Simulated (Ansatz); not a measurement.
System: CHBrClF, charge 0, singlet. CHBrClF ((S)-bromo-chloro-fluoromethane, SMILES F[C@@H](Cl)Br).
B3LYP-D3(BJ)/def2-TZVP minimum from Ansatz (a program for electronic structure):
```
C
F 1 1.3476
H 1 1.0843 2 109.89
Cl 1 1.7685 3 108.82 2 -120.17
Br 1 1.9548 3 107.17 2 118.54
```
Charge 0, spin multiplicity 1.

Total energies in hartree (Ansatz). UHF or UKS for unpaired electrons; spin-orbit terms are left out. Cores are frozen in correlated methods (noble-gas shells, and filled d and f shells in the p block). No relativity. Where a partner has so few electrons that a lower coupled-cluster level is exact, that level stands in. Spin-orbit terms, left out, reach several kcal/mol for Br and I, and more for heavier atoms.

```csv
species,HF/def2-TZVPP,CCSD(T)/def2-TZVPP,HF/def2-QZVPP,CCSD(T)/def2-QZVPP,CCSD(T)/def2-SVP,CCSDT(Q)/def2-SVP
"1: CHBrClF ((S)-bromo-chloro-fluoromethane, SMILES F[C@@H](Cl)Br)",-3169.85550,-3170.68819,-3169.92367,-3170.82830,-3169.82806,-3169.83009
2: F (doublet),-99.41180,-99.62506,-99.41589,-99.65118,-99.43472,-99.43491
3: C (triplet),-37.69248,-37.78103,-37.69363,-37.78651,-37.71541,-37.71574
4: Cl (doublet),-459.47685,-459.66464,-459.48954,-459.69535,-459.44599,-459.44629
5: Br (doublet),-2572.39810,-2572.55635,-2572.44770,-2572.62201,-2572.19581,-2572.19614
6: H (doublet),-0.49981,-0.49981,-0.49998,-0.49998,-0.49928,-0.49928
```

Work out the atomisation energy (electronic, to ground-state atoms) in kcal/mol: take Hartree-Fock from def2-QZVPP, extrapolate the CCSD(T) correlation energy as X^-3 (X = 3, 4), and add CCSDT(Q) - CCSD(T) in def2-SVP. 1 hartree = 627.51 kcal/mol.


Species 1: correlation (64·(-0.90463) - 27·(-0.83269))/37 = -0.95713; step -0.00203; E1 = -3169.92367 + (-0.95713) + (-0.00203) = -3170.88283
Species 2: correlation (64·(-0.23529) - 27·(-0.21326))/37 = -0.25137; step -0.00019; E2 = -99.41589 + (-0.25137) + (-0.00019) = -99.66745
Species 3: correlation (64·(-0.09288) - 27·(-0.08855))/37 = -0.09604; step -0.00033; E3 = -37.69363 + (-0.09604) + (-0.00033) = -37.79000
Species 4: correlation (64·(-0.20581) - 27·(-0.18779))/37 = -0.21896; step -0.00030; E4 = -459.48954 + (-0.21896) + (-0.00030) = -459.70880
Species 5: correlation (64·(-0.17431) - 27·(-0.15825))/37 = -0.18603; step -0.00033; E5 = -2572.44770 + (-0.18603) + (-0.00033) = -2572.63406
Species 6: correlation (64·(0.00000) - 27·(0.00000))/37 = 0.00000; step +0.00000; E6 = -0.49998 + (0.00000) + (+0.00000) = -0.49998
-1·E1 +1·E2 +1·E3 +1·E4 +1·E5 +1·E6 = 0.58254 hartree = 365.5 kcal/mol.
